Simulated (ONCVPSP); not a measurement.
## Ranking ONCV potentials for chlorine

All share these settings but for the change named:

Cl (Z = 17), optimised norm-conserving Vanderbilt (ONCV), made with ONCVPSP 4.0.1 (PBE, scalar-relativistic). Core [Ne], reference 3s2 3p5. Waves: 3s: rc 1.40 bohr, ncon 5, nbas 9, qcut 4.1 1/bohr, 1 projector; 3p: rc 1.10 bohr, ncon 4, nbas 7, qcut 8.2 1/bohr, 2 projectors, debl 3.6 Ha; d scattering state at 0.27 Ha: rc 1.10 bohr, ncon 5, nbas 9, qcut 7.3 1/bohr, local. Local part: the d channel. Core correction: Teter function, fcfact 3, rcfact 1.8.

Test errors are all-electron minus pseudo excitation energies from the reference, over 3s2 3p4; 3s2 3p3; 3s2 3p2; 3s2 3p1. None of these files shows a bound ghost.

The base gives 11.3 meV.

Of 9 variants that were run, those that failed, showed a ghost or another fault, or gave nearly equal values are left out.

A variant can come out equal or close to the base, since the largest error may sit in a test that the change hardly touches while other tests move.

Question: Rank these variants by their largest absolute test error, smallest first.
A. p: qcut 6
B. core correction Teter function, fcfact 3, rcfact 1.26
C. d: nproj 1; local potential polynomial inside 1.00 bohr (lpopt 3, dvloc0 -1 Ha)
D. s: ncon 3, nbas 7

Answer: A (12.4 meV), C (16.2 meV), D (79.2 meV), B (199.5 meV).
